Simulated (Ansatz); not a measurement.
Ansatz (a program for electronic structure) input:

Ansatz 0.2 input:
```yaml
crystal:
  periodic: [false, false, false]
  atoms:
    - {symbol: Y, position_ang: [-0.00000000, -0.00000000, -0.30669767]}
    - {symbol: O, position_ang: [0.00000000, 0.00000000, 1.49515112]}
basis:
  gaussian:
    orbitals: def2-TZVP
hamiltonian:
  xc: b3lyp
  dispersion: d3bj
magnetization: {spin_polarized: true, initial_magnetization: 1}
phonons: {temperatures: {t_min: 298.15, t_max: 298.15, t_step: 100}}
```

### Question
What final total energy does it print?

### Answer
-113.59700 Eh (B3LYP-D3(BJ)/def2-TZVP). The basis has 71 functions.

The spin state was set by rule; other spins were not relaxed.
